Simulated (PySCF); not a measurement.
Ligands exchanged one at a time, In H-NH2. Gas-phase values, no solvent. One relaxed conformer stands for each flexible species; it need not be the lowest. Strings in code marks are SMILES.

The four lowest singlet excitations (Tamm–Dancoff). Computed with PySCF with r2SCAN-D4/def2-TZVP. Excitations are Tamm–Dancoff values on a coarser integration grid. The basis has no diffuse functions, so Rydberg states are missing or too high.

```tsv
state	energy (eV)	wavelength (nm)	oscillator strength
S1	4.68	265	0.003
S2	4.73	262	0.039
S3	5.32	233	0.057
S4	5.88	211	0.059
```

Q: Identify which member gives these states.
A. `[NH2][InH2]`
B. `[NH2][In]([NH2])[NH2]`
C. `[NH2][InH][NH2]`

A: B, `[NH2][In]([NH2])[NH2]`
